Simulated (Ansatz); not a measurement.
`C=NB(F)Br` + H₂O → `C=NB(O)F` + HBr at 700 K and 1 bar (formal hydrolysis of a B–Br bond).

Isolated molecules relaxed with PBE0-D4/def2-TZVP in Ansatz; ΔE leaves out vibrations. CCSD(T)/CBS is the MP2 limit (def2-TZVPP, def2-QZVPP) plus CCSD(T) − MP2 in def2-TZVPP, frozen cores. This one scheme is used for every species. For Br outer-core shells are correlated without core-valence functions, which leaves a few kJ/mol of doubt a bond. Scalar relativity is left out up to krypton. Each species was taken in one conformer, which may not be the lowest.

| species | CCSD(T)/CBS energy (Eh) | H − E (kJ/mol) | S (J/(mol·K)) |
| --- | --- | --- | --- |
| `C=NB(F)Br` | -2791.95772 | 159.2 | 414.7 |
| H₂O | -76.37941 | 80.5 | 218.4 |
| `C=NB(O)F` | -294.43506 | 199.0 | 396.9 |
| HBr | -2573.91920 | 36.5 | 223.7 |

H − E and S are ideal-gas, rigid-rotor, harmonic terms from PBE0-D4/def2-TZVP, for one conformer and one mirror image of each species. 1 Eh = 2625.50 kJ/mol, R = 8.31446 J/(mol·K).

Problem. By hand: ΔE, ΔH, ΔS and ΔG.

Solution. ΔE = (-294.43506) + (-2573.91920) − (-2791.95772) − (-76.37941) = -0.01713 Eh = -45.0 kJ/mol. Δ(H − E) = 199.0 + 36.5 − 159.2 − 80.5 = -4.2, so ΔH = -49.2 kJ/mol. ΔS = 396.9 + 223.7 − 414.7 − 218.4 = -12.5 J/(mol·K). ΔG = -49.2 − 700 × (-12.5)/1000 = -40.5 kJ/mol.

Problem. By hand: the equilibrium constant, and the temperature at which ΔG would vanish if ΔH and ΔS stayed fixed.

Solution. log₁₀ K = −ΔG/(RT ln 10) = 3.0. ΔG = 0 at ΔH/ΔS = 3936 K, far beyond where these terms or the molecules hold.

The number of gas molecules stays the same, so ΔS is small and ΔH decides. A doubt of 5 kJ/mol in ΔE shifts log₁₀ K by 0.4 here. Other conformers and mirror images would add mixing entropy, several J/(mol·K) or more a flexible species. These are equilibria of isolated gas molecules and say nothing of rates. Largest T1 diagnostic: 0.013 (customary marks: 0.02 for closed shells, 0.045 for open ones).
